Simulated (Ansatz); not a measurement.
Na₅O₃. Total charge 0; doublet. Geometry r2SCAN-D4/def2-SVP; atoms count from 1.

```xyz
8

Na    2.2405    0.6552   -1.1468
Na   -3.9156    1.0249    0.6423
Na    1.8313   -1.7616    0.4784
Na   -0.9622   -0.5946   -1.1385
Na   -0.1619    0.9335    1.3362
O     1.8548    0.3230    0.9233
O    -1.9871    0.5457    0.3270
O     1.1001   -1.1260   -1.4218
```

The structure comes from a short search, and lower isomers may exist.

(1) Estimate the Mulliken populations from the PBE0/def2-TZVP orbitals of Ansatz.

(2) Where does the spin sit?

(3) And the Mayer bond orders between bonded heavy atoms (over 0.3)?

Answers

(1) 
```csv
atom,charge (e),spin (α − β)
Na1,0.64,-0.06
Na2,0.59,0.00
Na3,0.64,-0.06
Na4,0.61,-0.02
Na5,0.61,-0.02
O6,-0.96,0.57
O7,-1.17,0.00
O8,-0.95,0.58
```
Mulliken values and Mayer orders depend strongly on the basis.

(2) Summed by element: Na -0.15, O 1.15, of 1 unpaired in all. Largest on single atoms: O8 0.58, O6 0.57, Na1 -0.06.

(3) Na1–O6 0.34 (2.13 Å); Na1–O8 0.34 (2.13 Å); Na2–O7 0.73 (2.01 Å); Na3–O6 0.34 (2.13 Å); Na3–O8 0.34 (2.13 Å); Na4–O7 0.39 (2.12 Å); Na4–O8 0.31 (2.15 Å); Na5–O6 0.32 (2.15 Å); Na5–O7 0.39 (2.12 Å). Values over 0.3 also appear between atoms too far apart for a bond (O6–O8 0.36 at 2.86 Å); they arise where an orbital or an unpaired electron spreads over both atoms.
